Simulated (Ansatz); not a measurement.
CH6O3Si can be A, `C[Si](O)(O)O`, or B, `CO[SiH](O)O`.

Isolated molecules relaxed with PBE0-D4/def2-TZVP in Ansatz; ΔE leaves out vibrations. CCSD(T)/CBS is the MP2 limit (def2-TZVPP, def2-QZVPP) plus CCSD(T) − MP2 in def2-TZVPP, frozen cores. DFT in def2-TZVPP. B3LYP here is the variant with VWN-RPA as its local correlation; programs differ in this. One conformer a species, not always the lowest.

(1) Which is lower in electronic energy at CCSD(T)/CBS, and by how much? (Best estimate.)

(2) Give E(B) − E(A) in kJ/mol with CCSD/def2-TZVPP, PBE0-D4, CCSD(T)/def2-SVP, B3LYP-D4, B2PLYP, LDA (SPW92), BLYP-D4. (Best estimate.)

(3) Does the order hold for the free energy at 298.15 K (harmonic terms from PBE0-D4)? (Estimate.)

Largest T1 diagnostic: 0.011.

## Answers

(1) Computed: A, by 108.2 kJ/mol.

(2) Computed: CCSD/def2-TZVPP 104.3, PBE0-D4 107.8, CCSD(T)/def2-SVP 86.5, B3LYP-D4 101.0, B2PLYP 102.6, LDA (SPW92) 108.1, BLYP-D4 98.8. None reverses the order clearly.

(3) The calculation gave: Yes: G(B) − G(A) = +106.8 kJ/mol, for one conformer each.

At CCSD(T), def2-SVP lies −21.7 kJ/mol from the extrapolated value and def2-TZVPP −3.0 kJ/mol. In def2-TZVPP, CCSD(T) changes the Hartree–Fock value by +13.8 kJ/mol (the triples alone add +0.9 kJ/mol) and MP2 by +19.5 kJ/mol.
